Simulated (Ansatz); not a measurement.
Reading a saddle point

A first-order saddle point of GeH5BrO2, singlet, PBE0-D4/def2-TZVP, with one imaginary mode of 117i cm⁻¹:

Ge1  (-0.851, -0.729, -0.152)
Br2  (1.481, -1.798, 1.005)
H3  (-0.739, -1.931, -1.083)
H4  (-1.426, -0.893, 1.249)
H5  (-1.636, 0.386, -0.888)
H6  (1.352, 0.112, 0.452)
O7  (0.717, 0.567, -0.213)
O8  (0.411, 1.892, 0.204)
H9  (0.693, 2.394, -0.573)
(Å)

Ansatz 0.2.0; basis: def2-TZVPP and def2-QZVPP; cores frozen in the correlated methods. Filled d shells of the heavier atoms are correlated. The def2 sets are not built for correlating such inner shells, so the correlated values are less sure here. Extrapolation: Hartree–Fock as exp(−7.88 √X), correlation as X^−2.97.

Which contacts change along the imaginary mode, and what lies on either side? (Judge from chemistry; the calculation decides.)

By the calculation: The step is GeH₃Br ([GeH3][Br]) + H₂O₂ ([OH][OH]) → GeH₄O₂ ([OH][O][GeH3]) + HBr, with the molecules in contact on both sides. Shortening one way: Ge1–O7, Br2–H6; lengthening the same way: Ge1–Br2, H6–O7.
```tsv
pair	one side (Å)	saddle (Å)	other side (Å)
Ge1–O7	3.79	2.04	1.83
Br2–H6	2.50	1.99	1.45
Ge1–Br2	2.33	2.81	4.29
H6–O7	0.97	1.03	1.78
```

Which side is lower, and how far does the saddle lie above each? (An estimate is asked for; the value comes from the calculation.)

Computed: The side with Ge1–Br2, H6–O7 short is lower by 57.9 kJ/mol; the saddle lies 115.6 kJ/mol above it and 57.7 kJ/mol above the other (CCSD(T) at an estimated basis limit (MP2 extrapolated from triple and quadruple zeta, plus CCSD(T) − MP2 in triple zeta); electronic energies).

No T1 diagnostic of these runs exceeds 0.012.

Labels in which every atom is bracketed show which atoms are joined, not bond orders.

For scale, one of the runs: CCSD(T)/def2-TZVPP, 228 basis functions (an equivalent command: `ansatz run in.yaml --threads 8`). Time: 2.3 min of wall clock on 8 CPU threads; the host was shared. Peak host memory: 4.2 GiB.
